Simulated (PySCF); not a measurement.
**Energy of V⁻ (vanadium, charge -1) between two integer charges**

The 3d alpha orbital of [Ar] 3d4 4s2 is emptied in steps (occupation f), with all orbitals relaxed, ending at [Ar] 3d3 4s2. All numbers are calculated (PySCF 2.14, no relativity, point nucleus, in def2-TZVPPD). The exact energy is a straight line in f; departures are measured from the line between the end points of the same method.

```json
{"f": "1", "LDA (eV)": "0.000", "PBE (eV)": "0.000"}
{"f": "0.8", "LDA (eV)": "-0.661", "PBE (eV)": "-0.624"}
{"f": "0.6", "LDA (eV)": "-1.018", "PBE (eV)": "-0.961"}
{"f": "0.4", "LDA (eV)": "-1.047", "PBE (eV)": "-0.986"}
{"f": "0.2", "LDA (eV)": "-0.717", "PBE (eV)": "-0.691"}
{"f": "0", "LDA (eV)": "0.000", "PBE (eV)": "0.000"}
```

Problem. For LDA, how does the orbital energy at f = 1 compare with the removal energy?

Solution. −ε = -2.499 eV against a total-energy difference of 1.520 eV. By Janak's theorem ε = ∂E/∂f, so the gap between them reflects the curvature. Along the path −ε is -1.048 (f = 0.8), 0.531 (f = 0.6), 2.248 (f = 0.4), 4.111 (f = 0.2) eV.

| method | E(f=0) − E(f=1) (eV) | −ε at f=1 (eV) | −ε at f=0.4 (eV) |
| --- | --- | --- | --- |
| LDA | 1.520 | -2.499 | 2.248 |
| PBE | 1.169 | -2.629 | 1.859 |

At f = 1 the orbital energy is positive for LDA, PBE: only the finite basis holds the electron.

Reference removal energy between the ground levels: 0.528 eV (measured; photodetachment measurements, as compiled on the Wikipedia data page of electron affinities). The calculation has no spin-orbit coupling. The determinant left behind need not be the lowest term of the ion.
